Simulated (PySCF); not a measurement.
# Dipole response of Ta+ (tantalum, charge +1)

[Xe] 4f14 5d3 6s1, high-spin 5F determinant. All numbers are calculated (PySCF 2.14, the spin-free X2C one-electron Hamiltonian (Gaussian nucleus), in ANO-RCC-VTZP). Coupled (time-dependent) response in atomic units; α is the mean over directions. The basis has no added diffuse functions, which lowers α and C₆.

```tsv
method	mean α (bohr³)	C₆ (like pair)	S(−4)
PBEsol	37.38	290.7	750.0
```

S(−4) is the Cauchy moment in α(ω) = α(0) + S(−4) ω² + …

Spin-orbit coupling is absent.

α(iu) at PBEsol:

| u (hartree) | α(iu) (bohr³) |
| --- | --- |
| 0 | 37.38 |
| 0.0500 | 35.62 |
| 0.100 | 31.33 |
| 0.200 | 21.94 |
| 0.300 | 15.63 |
| 0.500 | 9.634 |
| 0.750 | 6.639 |
| 1.00 | 5.106 |
| 1.50 | 3.414 |
| 2.00 | 2.469 |
| 3.00 | 1.482 |
| 5.00 | 0.7294 |

A single London oscillator, α(iu) = α/(1 + u²/ω²), gives C₆ = (3/4) ω α². Matching the computed C₆ needs ω = 4 × 290.7 / (3 × 37.38²) = 0.277 hartree.

For an ion, C₆ is the dispersion term alone; charge-induced terms of lower order in 1/R come first.

Spin-orbit coupling, absent here, splits the open shell strongly.
